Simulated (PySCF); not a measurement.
isopropylamine (C₃H₉N), singlet, at a GFN2-xTB geometry; PySCF with CASSCF(8,9)/6-31G.

PySCF was given this input:
```python
from pyscf import gto, scf, mcscf
import numpy

mol = gto.M(
    atom='''
C    -0.55105503    1.21127971    0.55105219
C    -0.01665718    0.10649214   -0.35677557
C     1.41672569   -0.25882784    0.02037526
N    -0.85419502   -1.07464949   -0.19035718
H     0.08110938    2.09312036    0.48919171
H    -0.57125383    0.85838895    1.57848389
H    -1.56244281    1.48852622    0.26115788
H    -0.01983257    0.47906027   -1.40065685
H     1.80377599   -1.02633918   -0.64665397
H     1.43777943   -0.64253792    1.03668185
H     2.06111231    0.61388174   -0.04478134
H    -0.53013327   -1.82750065   -0.78764755
H    -1.81483042   -0.86771740   -0.44118662
''',
    basis='6-31g',
    verbose=4,
)

mf = scf.RHF(mol)
mf.kernel()
mc = mcscf.CASSCF(mf, 9, 8)
mc.fix_spin_(ss=0.0)
mc.kernel()
occ = numpy.linalg.eigvalsh(mc.fcisolver.make_rdm1(mc.ci, mc.ncas, mc.nelecas))[::-1]
ss = mc.fcisolver.spin_square(mc.ci, mc.ncas, mc.nelecas)[0]
print('natural occupations', occ.round(4), ' <S^2>', round(ss, 4))
```

Question: Predict the main parts of the log of this PySCF run.

Answer: 
```
PySCF version 2.14.0

[INPUT] verbose = 4
[INPUT] num. atoms = 13
[INPUT] num. electrons = 34
[INPUT] charge = 0
[INPUT] spin (= nelec alpha-beta = 2S) = 0
[INPUT] symmetry False subgroup None
[INPUT] Mole.unit = angstrom
[INPUT] Symbol           X                Y                Z      unit          X                Y                Z       unit  Magmom
[INPUT]  1 C     -0.551055030000   1.211279710000   0.551052190000 AA   -1.041343086264   2.288986912143   1.041337719442 Bohr   0.0
[INPUT]  2 C     -0.016657180000   0.106492140000  -0.356775570000 AA   -0.031477508208   0.201240979019  -0.674208115236 Bohr   0.0
[INPUT]  3 C      1.416725690000  -0.258827840000   0.020375260000 AA    2.677223547735  -0.489113731013   0.038503661117 Bohr   0.0
[INPUT]  4 N     -0.854195020000  -1.074649490000  -0.190357180000 AA   -1.614194644767  -2.030793216004  -0.359722936045 Bohr   0.0
[INPUT]  5 H      0.081109380000   2.093120360000   0.489191710000 AA    0.153274514333   3.955424226151   0.924438354308 Bohr   0.0
[INPUT]  6 H     -0.571253830000   0.858388950000   1.578483890000 AA   -1.079513286309   1.622120023853   2.982902244138 Bohr   0.0
[INPUT]  7 H     -1.562442810000   1.488526220000   0.261157880000 AA   -2.952588996196   2.812906885034   0.493516868472 Bohr   0.0
[INPUT]  8 H     -0.019832570000   0.479060270000  -1.400656850000 AA   -0.037478125646   0.905292707460  -2.646857840996 Bohr   0.0
[INPUT]  9 H      1.803775990000  -1.026339180000  -0.646653970000 AA    3.408642611166  -1.939499961111  -1.221998900663 Bohr   0.0
[INPUT] 10 H      1.437779430000  -0.642537920000   1.036681850000 AA    2.717009350233  -1.214220693448   1.959044774807 Bohr   0.0
[INPUT] 11 H      2.061112310000   0.613881740000  -0.044781340000 AA    3.894937777870   1.160068361471  -0.084624468091 Bohr   0.0
[INPUT] 12 H     -0.530133270000  -1.827500650000  -0.787647550000 AA   -1.001806689820  -3.453475720965  -1.488438152185 Bohr   0.0
[INPUT] 13 H     -1.814830420000  -0.867717400000  -0.441186620000 AA   -3.429532456329  -1.639748239520  -0.833721881623 Bohr   0.0

nuclear repulsion = 136.094917960033
number of shells = 38
number of NR pGTOs = 124
number of NR cGTOs = 54
basis = 6-31g
ecp = {}

******** <class 'pyscf.scf.hf.RHF'> ********
method = RHF
initial guess = minao
damping factor = 0
level_shift factor = 0
DIIS = <class 'pyscf.scf.diis.CDIIS'>
diis_start_cycle = 1
diis_space = 8
diis_damp = 0
SCF conv_tol = 1e-09
SCF conv_tol_grad = None
SCF max_cycles = 50
direct_scf = True
direct_scf_tol = 1e-13
Set gradient conv threshold to 3.16228e-05
Initial guess from minao.
init E= -173.784816659393
  HOMO = -0.261245108735684  LUMO = 0.137887475895385  gap/eV = 10.86095
cycle= 1 E= -173.175863383192  delta_E= 0.609  |g|= 0.316  |ddm|= 2.86
  HOMO = -0.365224782298796  LUMO = 0.205278518487117  gap/eV = 15.52419
cycle= 2 E= -173.209333640219  delta_E= -0.0335  |g|= 0.0938  |ddm|= 0.405
  HOMO = -0.379529604048205  LUMO = 0.212122172764512  gap/eV = 16.09966
cycle= 3 E= -173.211741002485  delta_E= -0.00241  |g|= 0.0372  |ddm|= 0.139
  HOMO = -0.374083431354922  LUMO = 0.214116327550351  gap/eV = 16.00573
cycle= 4 E= -173.212136644576  delta_E= -0.000396  |g|= 0.00488  |ddm|= 0.0416
  HOMO = -0.375911292628119  LUMO = 0.213808981264942  gap/eV = 16.04711
cycle= 5 E= -173.212150097321  delta_E= -1.35e-05  |g|= 0.00202  |ddm|= 0.014
  HOMO = -0.375546965684506  LUMO = 0.213938655839935  gap/eV = 16.04072
cycle= 6 E= -173.212152379454  delta_E= -2.28e-06  |g|= 0.000597  |ddm|= 0.00532
  HOMO = -0.375698575092201  LUMO = 0.213935845959234  gap/eV = 16.04477
cycle= 7 E= -173.212152729249  delta_E= -3.5e-07  |g|= 0.000128  |ddm|= 0.00274
  HOMO = -0.375694174141501  LUMO = 0.21394007679936  gap/eV = 16.04477
cycle= 8 E= -173.212152744453  delta_E= -1.52e-08  |g|= 2.89e-05  |ddm|= 0.000609
  HOMO = -0.375697878683134  LUMO = 0.213937669225122  gap/eV = 16.04480
cycle= 9 E= -173.212152744889  delta_E= -4.36e-10  |g|= 8.78e-06  |ddm|= 7.28e-05
  HOMO = -0.375697257115449  LUMO = 0.213938001536885  gap/eV = 16.04479
Extra cycle  E= -173.212152744939  delta_E= -5.05e-11  |g|= 3.92e-06  |ddm|= 2.25e-05
converged SCF energy = -173.212152744939

******** <class 'pyscf.mcscf.mc1step.CASSCF'> ********
CAS (4e+4e, 9o), ncore = 13, nvir = 32
max_cycle_macro = 50
max_cycle_micro = 4
conv_tol = 1e-07
conv_tol_grad = None
orbital rotation max_stepsize = 0.02
orbital rotation threshold for CI restart = 0.01
augmented hessian ah_max_cycle = 30
augmented hessian ah_conv_tol = 1e-12
augmented hessian ah_linear dependence = 1e-14
augmented hessian ah_level shift = 1e-08
augmented hessian ah_start_tol = 2.5
augmented hessian ah_start_cycle = 3
augmented hessian ah_grad_trust_region = 3
kf_trust_region = 3
kf_interval = 4
ci_response_space = 4
ci_grad_trust_region = 3
with_dep4 0
natorb = False
canonicalization = True
sorting_mo_energy = False
ao2mo_level = 2
internal_rotation = False
******** <class 'pyscf.fci.addons.SpinPenaltyFCISolver'> ********
max. cycles = 50
conv_tol = 1e-08
davidson only = True
linear dependence = 1e-12
level shift = 0.001
max iter space = 12
nroots = 1
pspace_size = 400
spin = None
CASCI E = -173.214491550466  S^2 = 0.0000000
Set conv_tol_grad to 0.000316228
macro iter   1 ( 12 JK    3 micro), CASSCF E = -173.218704573380  dE = -4.21302291e-03  S^2 = 0.0000000
               |grad[o]|=0.00423  |grad[c]|=0.00675  |ddm|=0.0199  |maxRot[o]|=0.133
macro iter   2 ( 21 JK    4 micro), CASSCF E = -173.229768171218  dE = -1.10635978e-02  S^2 = 0.0000000
               |grad[o]|=0.0105  |grad[c]|=0.0189  |ddm|=0.0272  |maxRot[o]|=0.213
macro iter   3 ( 21 JK    4 micro), CASSCF E = -173.242555080622  dE = -1.27869094e-02  S^2 = 0.0000000
               |grad[o]|=0.0199  |grad[c]|=0.0424  |ddm|=0.0458  |maxRot[o]|=0.274
macro iter   4 ( 21 JK    4 micro), CASSCF E = -173.263451972177  dE = -2.08968916e-02  S^2 = 0.0000000
               |grad[o]|=0.0193  |grad[c]|=0.0323  |ddm|=0.0359  |maxRot[o]|=0.278
macro iter   5 ( 21 JK    4 micro), CASSCF E = -173.272198440981  dE = -8.74646880e-03  S^2 = 0.0000000
               |grad[o]|=0.0172  |grad[c]|=0.0151  |ddm|=0.0134  |maxRot[o]|=0.314
macro iter   6 ( 21 JK    4 micro), CASSCF E = -173.288979619217  dE = -1.67811782e-02  S^2 = 0.0000000
               |grad[o]|=0.0183  |grad[c]|=0.0188  |ddm|=0.0134  |maxRot[o]|=0.288
macro iter   7 ( 21 JK    4 micro), CASSCF E = -173.301008171497  dE = -1.20285523e-02  S^2 = 0.0000000
               |grad[o]|=0.0223  |grad[c]|=0.0347  |ddm|=0.0181  |maxRot[o]|=0.197
macro iter   8 ( 21 JK    4 micro), CASSCF E = -173.308499168235  dE = -7.49099674e-03  S^2 = 0.0000000
               |grad[o]|=0.017  |grad[c]|=0.0211  |ddm|=0.00644  |maxRot[o]|=0.241
macro iter   9 ( 20 JK    4 micro), CASSCF E = -173.309707295002  dE = -1.20812677e-03  S^2 = 0.0000000
               |grad[o]|=0.0103  |grad[c]|=0.0111  |ddm|=0.00286  |maxRot[o]|=  0.1
macro iter  10 ( 16 JK    4 micro), CASSCF E = -173.310366859156  dE = -6.59564155e-04  S^2 = 0.0000000
               |grad[o]|=0.00492  |grad[c]|=0.0132  |ddm|=0.0019  |maxRot[o]|=0.112
macro iter  11 ( 14 JK    4 micro), CASSCF E = -173.310903513612  dE = -5.36654456e-04  S^2 = 0.0000000
               |grad[o]|=0.00239  |grad[c]|=0.012  |ddm|=0.00417  |maxRot[o]|=0.132
macro iter  12 ( 14 JK    4 micro), CASSCF E = -173.311022366798  dE = -1.18853185e-04  S^2 = 0.0000000
               |grad[o]|=0.00133  |grad[c]|=0.00381  |ddm|=0.00217  |maxRot[o]|=0.0582
macro iter  13 ( 13 JK    3 micro), CASSCF E = -173.311035086074  dE = -1.27192766e-05  S^2 = 0.0000000
               |grad[o]|=0.000474  |grad[c]|=0.00105  |ddm|=0.000623  |maxRot[o]|=0.0146
macro iter  14 (  5 JK    1 micro), CASSCF E = -173.311036111899  dE = -1.02582473e-06  S^2 = 0.0000000
               |grad[o]|=0.000144  |grad[c]|=0.000946  |ddm|=9.84e-05  |maxRot[o]|=0.00252
macro iter  15 (  4 JK    1 micro), CASSCF E = -173.311036535226  dE = -4.23327492e-07  S^2 = 0.0000000
               |grad[o]|=9.01e-05  |grad[c]|=0.000636  |ddm|=6.06e-05  |maxRot[o]|=0.0021
macro iter  16 (  4 JK    1 micro), CASSCF E = -173.311036727135  dE = -1.91908981e-07  S^2 = 0.0000000
               |grad[o]|=5.59e-05  |grad[c]|=0.000429  |ddm|=3.95e-05  |maxRot[o]|=0.00134
macro iter  17 (  4 JK    1 micro), CASSCF E = -173.311036821261  dE = -9.41257383e-08  S^2 = 0.0000000
               |grad[o]|=4.29e-05  |grad[c]|=0.000298  |ddm|=2.51e-05  |maxRot[o]|=0.00105
1-step CASSCF converged in  17 macro (253 JK  54 micro) steps
CASSCF canonicalization
Density matrix diagonal elements [1.97373216 1.9795475  1.97638768 1.97700953 0.01543415 0.01263173
 0.02235805 0.02226395 0.02063526]
CASSCF energy = -173.311036821261
CASCI E = -173.311036821261  E(CI) = -17.3118782796785  S^2 = 0.0000000
natural occupations [1.981  1.9774 1.9764 1.9722 0.0248 0.0224 0.0221 0.0201 0.0037]  <S^2> 0.0
```
